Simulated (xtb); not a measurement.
CH₃BF₂, SMILES CB(F)F. All values are semi-empirical tight-binding results from xtb (GFN2-xTB unless named), good for trends rather than for accurate numbers. The structure is a stationary point at GFN2-xTB.

Computed properties:
The orbital gap comes out as 6.25 eV and the dipole moment is 2.20 D. The zero-point energy is 28.1 kcal/mol and the G − E(el) at 298.15 K (modified RRHO) is 10.4 kcal/mol. The static polarisability (D4 model) is 30.7 bohr³. The solvation energy, GFN2-xTB/ALPB(water) comes out as -2.0 kcal/mol and the solvation energy, GFN2-xTB/ALPB(toluene) is -2.5 kcal/mol.

Computed IR lines (harmonic; lines under 4 % of the strongest left out, lines within 3 cm⁻¹ merged):
ν (cm⁻¹): 403 (w), 436 (w), 859 (m), 1282 (s), 1286 (vs), 1380 (m) (against the strongest line: vs over 80 %, s over 45 %, m over 15 %, w over 4 %, vw less)
